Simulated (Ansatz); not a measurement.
# One elementary step

Start structure (GeH5SBr, singlet), relaxed at PBE0-D4/def2-TZVP:

```
8
angstrom
Ge -1.1947 0.1231 -0.1334
S 0.3160 -1.1726 0.8957
H -0.5290 0.8302 -1.3186
H -1.6331 1.1162 0.9453
H -2.3667 -0.7510 -0.5971
H 1.9532 0.3537 0.4198
Br 2.8534 1.4028 -0.0157
H 0.6010 -1.9024 -0.1959
```

The step: GeH₄S ([SH][GeH3]) + HBr → GeH₃Br ([GeH3][Br]) + H₂S; bonds formed: Ge1–Br7, S2–H6; bonds broken: Ge1–S2, H6–Br7. Ansatz 0.2.0; basis: def2-TZVPP and def2-QZVPP; cores frozen in the correlated methods. Filled d shells of the heavier atoms are correlated. The def2 sets are not built for correlating such inner shells, so the correlated values are less sure here. Extrapolation: Hartree–Fock as exp(−7.88 √X), correlation as X^−2.97. Energies below are by CCSD(T) at an estimated basis limit (MP2 extrapolated from triple and quadruple zeta, plus CCSD(T) − MP2 in triple zeta).

**Question.** What are the electronic barrier and the energy of the step, from the start structure to the end structure? (To be estimated.)

**Answer.** Computed: Barrier 28.37 kcal/mol; step energy -7.53 kcal/mol (downhill); reverse barrier, their difference, 35.90 kcal/mol. Barrier and step energy count from the start structure, the reverse barrier from the end structure.

The saddle point: One imaginary mode of 247i cm⁻¹.
```json
{"pair": "Ge1–Br7", "start (Å)": "4.25", "saddle (Å)": "2.75", "end (Å)": "2.32"}
{"pair": "S2–H6", "start (Å)": "2.29", "saddle (Å)": "1.40", "end (Å)": "1.34"}
{"pair": "Ge1–S2", "start (Å)": "2.24", "saddle (Å)": "2.54", "end (Å)": "3.91"}
{"pair": "H6–Br7", "start (Å)": "1.45", "saddle (Å)": "2.13", "end (Å)": "2.94"}
```

Zero-point energy (harmonic, PBE0-D4): ZPE is 25.33 kcal/mol at the start and 25.58 kcal/mol at the saddle, so the barrier goes from 28.37 to 28.62 kcal/mol.

T1 diagnostic: at most 0.012.

Labels in which every atom is bracketed show which atoms are joined, not bond orders.

For scale, one of the runs: CCSD(T)/def2-TZVPP, 208 basis functions, launched by `ansatz run in.yaml --threads 4 --pin off --events-out ev --progress --plain --max-ram 9574MiB`. Hardware: 4 CPU threads of an Arm Neoverse V1, shared host. Wall time 2.1 min; peak host memory 2.7 GiB.
